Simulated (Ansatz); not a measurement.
Reaction (formal exchange of groups at the Sn–F bond): `[F][SnH2][F]` + `C=CCCCl` → `C=C[CH2][SnH2][F]` + `FCCl`

Isolated molecules relaxed with PBE0-D4/def2-TZVP in Ansatz; ΔE leaves out vibrations. CBS: MP2 limit from def2 TZ/QZ plus the TZ coupled-cluster correction, frozen cores. This one scheme is used for every species. DFT in def2-TZVPP. Elements past krypton have def2 core potentials. For Sn outer-core shells are correlated without core-valence functions, which leaves a few kJ/mol of doubt a bond. One conformer a species, not always the lowest.

```json
{"level": "revPBE-D4", "ΔE (kcal/mol)": "26.4", "difference from CCSD(T)/CBS": "-2.5"}
{"level": "B97M-V", "ΔE (kcal/mol)": "29.6", "difference from CCSD(T)/CBS": "0.7"}
{"level": "PBE0-D4", "ΔE (kcal/mol)": "26.3", "difference from CCSD(T)/CBS": "-2.6"}
{"level": "PBE", "ΔE (kcal/mol)": "25.6", "difference from CCSD(T)/CBS": "-3.3"}
{"level": "PBE0", "ΔE (kcal/mol)": "26.4", "difference from CCSD(T)/CBS": "-2.5"}
{"level": "r2SCANh", "ΔE (kcal/mol)": "27.4", "difference from CCSD(T)/CBS": "-1.5"}
{"level": "LC-ωPBE", "ΔE (kcal/mol)": "28.9", "difference from CCSD(T)/CBS": "0.0"}
{"level": "MP2/def2-TZVPP", "ΔE (kcal/mol)": "28.3", "difference from CCSD(T)/CBS": "-0.6"}
{"level": "SCS-MP2/def2-TZVPP", "ΔE (kcal/mol)": "28.5", "difference from CCSD(T)/CBS": "-0.4"}
{"level": "CCSD/CBS(def2)", "ΔE (kcal/mol)": "29.1", "difference from CCSD(T)/CBS": "0.2"}
{"level": "CCSD(T)/CBS", "ΔE (kcal/mol)": "28.9", "difference from CCSD(T)/CBS": "0"}
```

Largest T1 diagnostic among the species: 0.014.

From PBE to PBE0 (25 % exact exchange), in def2-TZVPP and without D4, ΔE moves by +0.7 kcal/mol. In def2-TZVPP, CCSD(T) changes the Hartree–Fock value by −2.2 kcal/mol (the triples alone add −0.3 kcal/mol) and MP2 by −1.2 kcal/mol. Leaving LDA and LC-ωPBE aside and taking each functional with its dispersion term where it has one, the values, not all of them listed here, spread over 3.9 kcal/mol, from PBE-D4 to B97M-V.
